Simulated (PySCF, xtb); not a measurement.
C₃H₇, SMILES [CH2]CC, multiplicity 2.

Harmonic wavenumbers (cm⁻¹) from GFN2-xTB in xtb at its own minimum, in rising order: 61, 225, 380, 424, 779, 895, 958, 1038, 1132, 1171, 1215, 1326, 1398, 1414, 1457, 1502, 1506, 2811, 2884, 3033, 3035, 3040, 3138, 3181.

**Question.** What does TPSSh-D3(BJ)/def2-TZVP run with PySCF 2.14.0 give at its own minimum? (An estimate is asked for; the answer gives what the named calculation found.)

**Answer.** 111, 244, 359, 478, 748, 881, 917, 1049, 1082, 1175, 1271, 1359, 1411, 1472, 1474, 1507, 1513, 2925, 3016, 3026, 3089, 3095, 3128, 3228. Paired by order, the mean absolute difference is 38 cm⁻¹ and the zero-point energies are 54.3 and 55.1 kcal/mol.
